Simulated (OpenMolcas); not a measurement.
Re4+ (d3) on a cation site of an ionic host was computed by CASSCF with the d shell active (OpenMolcas, ANO-RCC-VTZP on the metal). Its lowest spin-free states, and all those of the highest spin:

| 2S+1 | Degeneracy | E (cm-1) |
| --- | --- | --- |
| 4 | 1 | 0.0 |
| 2 | 2 | 13912 |
| 2 | 3 | 14381 |
| 2 | 3 | 22629 |
| 4 | 3 | 50335 |
| 4 | 3 | 58431 |
| 2 | 1 | 61204 |
| 2 | 3 | 63333 |
| 2 | 3 | 63681 |
| 2 | 2 | 65313 |
| 2 | 3 | 68971 |
| 2 | 3 | 72648 |
| 4 | 3 | 102791 |

Is the site octahedral, tetrahedral or cube-like, axial, or of lower symmetry?

The states with 2S+1 = 4 have orbital degeneracies 1, 3, 3, 3. Threefold states need a cubic site. For d3 at this spin an octahedron puts the single A2 below the threefold T2 and a tetrahedron or cube puts the threefold T1 below the threefold T2, so the site is octahedral. The first gap at this spin, 50300 cm-1, is |10Dq| in ligand-field theory. The run had Re4+ with its 6 nearest fluoride ions at 1.804 Å, on the Ge site of Cs2GeF6 (a = 9.021 Å, distance in the model lattice 1.804 Å). The rest of the host is ab initio model potentials to 7.6 Å and point charges beyond; the distance is set by hand and nothing relaxes. Ligand basis ANO-RCC-VDZP.

Without dynamic correlation the repulsion within the d shell is too large (B by tens of per cent), so at a given field states of lower spin stand too high. The least metal-like active orbital is 72 % on the metal (Löwdin) and no ligand orbital is active, so the numbers are rough. With metal d orbitals alone the field can be off either way by tens of per cent. Ligand-to-metal charge-transfer states are missing. With no ligand orbital active B as a rule stays too high, so bands that hang on it stand too high and its fall with covalency is understated. The distance lies 5 % under the 1.892 Å that this model takes as the normal distance (a Shannon-type radius plus a fixed donor radius, weighted with the host); by an R⁻⁵ law this alone changes a d-shell field by about +27 %. No measured value stands beside these numbers; the geometry was set by hand and not optimised.
